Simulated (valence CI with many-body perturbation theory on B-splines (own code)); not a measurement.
**E1 transitions of Sn³⁷⁺**

Method: configuration interaction combined with many-body perturbation theory (CI+MBPT): three valence electrons over a frozen Dirac-Fock core [Ne], radial functions for each j: 11 s, 11 p, 9 d, 7 f, 5 g, 2 h, 1 i, with the one-electron correlation potential Σ1, the two-electron term Σ2, the three-electron term Σ3, Breit, model QED; selected CI, second order for the rest (own B-spline code, finite nucleus).

The last digits are not significant, and no measured levels were compared; by estimate large intervals hold to a few tenths of a per cent, small ones and those within an open d or f shell to about a per cent.

Lines 51 to 100 of 265 in falling wavelength, among levels below 499.63 eV, chosen from the strongest by gf and those to the six lowest levels. Wavelengths and rates use the calculated energies. Electric multipoles are in the length gauge, E1 and E2 with the static RPA response of the core. Weak lines are less certain than strong ones. Lines between different terms over intervals too small for the method are left out, as are lines whose strength nearly cancels. The highest levels of a list are the least certain.

Levels are named by their leading jj configuration (3d3/2^4 stands for four electrons in 3d with j = 3/2), which in mixed levels can hold well under half, so a name can repeat and another be missing. Letters in brackets count levels of one name in rising energy.

```tsv
λ vac (nm)	Upper	Lower	A (s⁻¹)	S (a.u.)
9.519	(3s 3p1/2 3d3/2) J=3/2 [a]	(3s 3p1/2 3p3/2) J=3/2 [a]	3.85e+07	6.56e-05
9.365	(3s 3p1/2 3p3/2) J=3/2 [a]	(3s^2 3p1/2) J=1/2	2.76e+08	4.47e-04
9.276	(3s 3p3/2^2) J=5/2	(3s^2 3p3/2) J=3/2	2.22e+07	5.24e-05
9.222	(3p1/2 3p3/2^2) J=3/2 [a]	(3s 3p1/2 3p3/2) J=3/2 [b]	1.97e+08	3.05e-04
9.165	(3s 3d5/2^2) J=9/2	(3s 3p3/2 3d5/2) J=7/2 [a]	2.91e+10	1.11e-01
9.102	(3s 3p1/2 3d3/2) J=5/2	(3s 3p1/2 3p3/2) J=3/2 [a]	5.14e+08	1.15e-03
9.057	(3s 3p1/2 3d5/2) J=5/2 [b]	(3s 3p1/2 3p3/2) J=3/2 [b]	2.13e+09	4.68e-03
8.980	(3p1/2 3p3/2 3d3/2) J=7/2	(3s 3p1/2 3d5/2) J=7/2	8.50e+09	2.43e-02
8.951	(3p3/2^2 3d5/2) J=7/2	(3s 3p3/2 3d5/2) J=5/2 [a]	1.13e+10	3.19e-02
8.900	(3s 3d3/2 3d5/2) J=7/2 [b]	(3s 3p3/2 3d5/2) J=7/2 [a]	5.31e+10	1.48e-01
8.852	(3s^2 3d3/2) J=3/2	(3s^2 3p3/2) J=3/2	1.53e+09	2.09e-03
8.836	(3s 3p3/2 3d3/2) J=7/2	(3s 3p3/2^2) J=5/2	1.31e+10	3.57e-02
8.805	(3s 3p1/2 3d5/2) J=5/2 [a]	(3s 3p1/2 3p3/2) J=5/2	5.89e+07	1.19e-04
8.767	(3p1/2 3p3/2 3d5/2) J=7/2 [b]	(3p1/2 3p3/2^2) J=5/2	8.75e+10	2.33e-01
8.739	(3p1/2 3p3/2 3d5/2) J=5/2 [c]	(3p1/2 3p3/2^2) J=3/2 [b]	1.36e+11	2.68e-01
8.696	(3p1/2 3p3/2 3d5/2) J=7/2 [a]	(3s 3p1/2 3d5/2) J=5/2 [b]	1.79e+10	4.65e-02
8.680	(3s 3p1/2 3d3/2) J=3/2 [b]	(3s 3p1/2 3p3/2) J=5/2	2.50e+08	3.23e-04
8.604	(3p1/2 3p3/2 3d5/2) J=1/2	(3p1/2 3p3/2^2) J=3/2 [b]	3.36e+10	2.12e-02
8.506	(3p1/2^2 3d5/2) J=5/2	(3p1/2^2 3p3/2) J=3/2	1.95e+10	3.55e-02
8.497	(3s 3p1/2 3d5/2) J=7/2	(3s 3p1/2 3p3/2) J=5/2	2.84e+10	6.87e-02
8.457	(3s 3d3/2 3d5/2) J=7/2 [a]	(3s 3p3/2 3d3/2) J=5/2 [a]	5.14e+10	1.23e-01
8.442	(3p1/2 3p3/2 3d5/2) J=1/2	(3p1/2 3p3/2^2) J=1/2	1.03e+11	6.11e-02
8.436	(3p1/2 3p3/2 3d5/2) J=3/2 [b]	(3p1/2 3p3/2^2) J=1/2	3.01e+10	3.57e-02
8.398	(3p1/2 3p3/2 3d5/2) J=7/2 [a]	(3s 3p1/2 3d5/2) J=7/2	1.17e+10	2.73e-02
8.347	(3p1/2 3p3/2^2) J=3/2 [a]	(3s 3p1/2 3p3/2) J=5/2	2.89e+10	3.32e-02
8.334	(3s 3d3/2 3d5/2) J=7/2 [b]	(3s 3p3/2 3d5/2) J=5/2 [a]	5.62e+10	1.29e-01
8.320	(3s 3p3/2 3d5/2) J=7/2 [b]	(3s^2 3d5/2) J=5/2	2.09e+11	4.76e-01
8.316	(3s 3p3/2 3d5/2) J=1/2	(3s 3p3/2^2) J=1/2	1.13e+11	6.44e-02
8.311	(3p1/2 3p3/2 3d5/2) J=5/2 [c]	(3p1/2 3p3/2^2) J=5/2	3.08e+10	5.23e-02
8.280	(3p1/2 3p3/2 3d3/2) J=3/2 [b]	(3p1/2 3p3/2^2) J=3/2 [a]	2.31e+10	2.58e-02
8.271	(3p1/2 3p3/2 3d5/2) J=5/2 [a]	(3p1/2 3p3/2^2) J=3/2 [a]	1.77e+10	2.96e-02
8.233	(3s 3p1/2 3d5/2) J=5/2 [a]	(3s 3p1/2 3p3/2) J=3/2 [a]	5.24e+10	8.66e-02
8.230	(3s 3d3/2 3d5/2) J=9/2	(3s 3p3/2 3d3/2) J=7/2	1.14e+11	3.14e-01
8.228	(3p1/2 3p3/2 3d3/2) J=5/2	(3s 3p1/2 3d3/2) J=5/2	2.08e+10	3.43e-02
8.228	(3s 3p3/2 3d5/2) J=5/2 [b]	(3s 3p3/2^2) J=3/2	1.59e+11	2.62e-01
8.216	(3s 3d3/2 3d5/2) J=5/2 [a]	(3s 3p3/2 3d3/2) J=3/2 [a]	7.08e+10	1.16e-01
8.212	(3s 3p1/2 3d5/2) J=5/2 [b]	(3s 3p1/2 3p3/2) J=5/2	4.35e+10	7.13e-02
8.197	(3s 3p3/2 3d5/2) J=3/2 [a]	(3s 3p3/2^2) J=5/2	5.40e+10	5.87e-02
8.182	(3p1/2 3p3/2 3d5/2) J=3/2 [b]	(3p1/2 3p3/2^2) J=5/2	4.50e+10	4.87e-02
8.151	(3p3/2^2 3d5/2) J=7/2	(3s 3p3/2 3d3/2) J=7/2	4.25e+10	9.09e-02
8.147	(3s 3p1/2 3d3/2) J=1/2	(3s 3p1/2 3p3/2) J=3/2 [a]	3.06e+09	1.63e-03
8.129	(3p1/2 3p3/2 3d5/2) J=5/2 [a]	(3s 3p1/2 3d5/2) J=7/2	1.46e+10	2.32e-02
8.124	(3s 3p1/2 3d3/2) J=3/2 [b]	(3s 3p1/2 3p3/2) J=3/2 [a]	7.56e+09	8.00e-03
8.118	(3p1/2 3p3/2 3d5/2) J=7/2 [a]	(3s 3p1/2 3d5/2) J=5/2 [a]	6.46e+10	1.36e-01
8.116	(3s 3d3/2 3d5/2) J=3/2 [a]	(3s 3p3/2 3d3/2) J=1/2 [a]	5.72e+10	6.03e-02
8.105	(3p1/2 3p3/2 3d5/2) J=5/2 [b]	(3s 3p1/2 3d5/2) J=5/2 [b]	7.04e+10	1.11e-01
8.098	(3p1/2 3p3/2 3d5/2) J=9/2	(3s 3p1/2 3d5/2) J=7/2	4.78e+10	1.25e-01
8.094	(3p3/2^2 3d3/2) J=1/2	(3s 3p3/2 3d3/2) J=1/2 [a]	4.60e+10	2.40e-02
8.076	(3p3/2^2 3d5/2) J=7/2	(3s 3p3/2 3d3/2) J=5/2 [a]	2.86e+10	5.95e-02
8.075	(3p1/2 3p3/2^2) J=3/2 [b]	(3s 3p1/2 3p3/2) J=1/2	1.32e+11	1.37e-01
```
